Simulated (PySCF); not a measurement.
**TDDFT excited states: C7H10OSi**

C7H10OSi.
Numbering: `[SiH3:1][O:2][C:3]1=[CH:4][CH:5]=[CH:6][C:7]12[CH2:8][CH2:9]2` (hydrogens: H10, H11, H12 on Si1; H13 on C4; H14 on C5; H15 on C6; H16, H17 on C8; H18, H19 on C9)

Method used: TDDFT PBE0/def2-SVPD, vertical, gas phase, core orbitals frozen in the response (PySCF). The structure is a single PBE0-D3(BJ)/def2-SVP conformer in the gas phase; no vibrational or solvent corrections. Torsions of this conformer, `[SiH3:1][O:2][C:3]1=[CH:4][CH:5]=[CH:6][C:7]12[CH2:8][CH2:9]2`: Si1–O2–C3–C4 1°.

| state | E (eV) | E (kJ/mol) | λ (nm) | f | symmetry | main configurations (H = HOMO, L = LUMO) |
| --- | --- | --- | --- | --- | --- | --- |
| S1 | 4.50 | 435 | 275.3 | 0.106 | A′ | H→L (99%) |
| S2 | 4.74 | 458 | 261.3 | 0.0000 | – | H→L+1 (99%) |
| S3 | 5.49 | 530 | 225.7 | 0.0008 | – | H→L+2 (96%) |
| S4 | 5.85 | 565 | 211.9 | 0.0021 | A″ | H→L+4 (72%), H→L+3 (25%) |
| S5 | 5.96 | 575 | 208.1 | 0.0096 | A″ | H→L+3 (69%), H→L+4 (26%) |
| S6 | 6.11 | 589 | 203.0 | 0.045 | A′ | H→L+5 (50%), H-1→L (36%), H→L+9 (9%) |

The lowest singlet lies at 4.50 eV (275 nm, ultraviolet) and is of moderate strength; its leading configuration is HOMO→LUMO (99%). The lowest level is also the most intense of those listed (f = 0.106). Löwdin shares by element: HOMO carbon 77% or more (atoms not listed hold the other 23%); LUMO carbon 62% or more (atoms not listed hold the other 38%). The listed states span 1.60 eV, and the widest gap between neighbours is 0.75 eV (S2 to S3). Weighted by f, the mean energy of these states is 5.06 eV. Orbital energies (eV): HOMO-3 -9.18, HOMO-2 -8.85, HOMO-1 -7.61, HOMO -5.70, LUMO -0.40, LUMO+1 0.05, LUMO+2 0.65. Symmetry labels in Cs follow from the direction of the transition dipole and are given only for states with f of 0.002 or more. Singlets were solved by full linear response.
